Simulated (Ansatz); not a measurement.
[Cu(PH3)2]+ (CuP2H6⁺). Charge 1, multiplicity 1. Geometry PBE-D4/def2-SVP, basis def2-TZVP, Ansatz.

```xyz
9

Cu   -0.004   -0.003    0.008
P    -1.083   -1.597   -1.130
H    -0.295   -2.624   -1.730
H    -1.868   -1.189   -2.249
H    -2.036   -2.386   -0.421
P     1.081    1.596    1.133
H     1.801    1.209    2.302
H     0.309    2.677    1.653
H     2.094    2.317    0.434
```

```csv
run,HOMO (eV),LUMO (eV)
A,-12.50,-5.25
B,-11.05,-5.97
C,-10.99,-6.20
D,-11.22,-6.34
E,-15.22,-3.05
F,-12.60,-5.12
```

LC-ωPBE has ω = 0.4 bohr⁻¹.

**Question.** The runs used LC-ωPBE, LDA (SPW92), PBE, PBE0, r2SCAN, r2SCAN0. Estimate which is which.

**Answer.** A PBE0 (25 % exact exchange); B r2SCAN (0 % exact exchange); C PBE (0 % exact exchange); D LDA (SPW92) (0 % exact exchange); E LC-ωPBE (range-separated); F r2SCAN0 (25 % exact exchange). Exact exchange lowers occupied and raises empty levels; among semilocal functionals meta-GGAs tend to open the gap a little, and such runs are hard to tell apart. The gap grows from 4.80 eV (PBE) to 12.16 eV (LC-ωPBE).
